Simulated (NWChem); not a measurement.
System: MgNH₂Cl; SMILES [NH2][Mg][Cl]

```xyz
5

Mg    -0.1012    -0.2948    -0.0599
Cl     0.3743     1.8591     0.0572
N     -0.5034    -2.1306    -0.1604
H      0.0481    -2.8379    -0.6335
H     -1.3134    -2.5876     0.2439
```
Atoms are numbered in this order, from 1.

Computed with NWChem. Pople sets run with spherical d functions. STO-3G and 3-21G are far too small for this property and stand as cheap habits. Geometry: optimised at B3LYP/6-31G* (spherical d). GIAO values for the isolated, static molecule; σ is the absolute isotropic shielding, δ = σ(reference) − σ with the isolated reference molecule computed at the same levels (1H: tetramethylsilane, 15N: ammonia).

```csv
level,σ Mg1 (ppm),σ Cl2 (ppm),δ N3 (ppm),δ H4 (ppm)
BHandHLYP/pcSseg-1,489.8,1110.8,-38.0,-1.30
KT2/pcSseg-1,480.2,1082.6,-33.2,-1.42
Hartree-Fock/STO-3G,505.1,1215.2,-31.2,-2.45
Hartree-Fock/6-31G*,552.1,1115.7,-21.7,-1.18
```
